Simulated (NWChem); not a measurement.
Species: Rb, doublet

Program: NWChem. Spin-unrestricted. No stability test was run on the SCF state. def2 effective core potentials on Rb; no spin-orbit coupling.

Estimate the computed values for HCTH/407/def2-SVP. Quantities: highest occupied level (eV); lowest empty minus highest occupied level, either spin (eV); <S²>.

The highest occupied level (eV) is -2.34 and the lowest empty minus highest occupied level, either spin (eV) is 1.49. The <S²> comes out as 0.751.
